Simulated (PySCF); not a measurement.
SnBr₄, SMILES [Br][Sn]([Br])([Br])[Br].

Geometry optimised at B3LYP-D3(BJ)/def2-SVP. The isomer is the one that the SMILES or the coordinates give; other isomers of the formula were not compared. The def2 effective core potentials stand for the cores of Sn; spin–orbit coupling is left out.

These are PySCF with IEF-PCM-ωB97X/def2-SVP values and carry that method's errors.

The values are the electrostatic part of the solvation free energy, E(continuum) − E(gas) at the gas-phase geometry, in a cavity of scaled van der Waals radii (PySCF's table); cavitation and dispersion terms are not included. A continuum can't describe solvent molecules that bind to the metal. In vacuum the orbital gap is 9.35 eV. The dipole moment in vacuum is 0.00 D.

Computed values in water (ε = 78.36), dichloromethane (ε = 8.93), chloroform (ε = 4.71):
```
solvent              ε  ΔG(elec) (kcal/mol)  dipole (D)  gap (eV)
---------------  -----  -------------------  ----------  --------
water            78.36                 -1.9        0.00      9.39
dichloromethane   8.93                 -1.6        0.00      9.38
chloroform        4.71                 -1.3        0.00      9.38
```
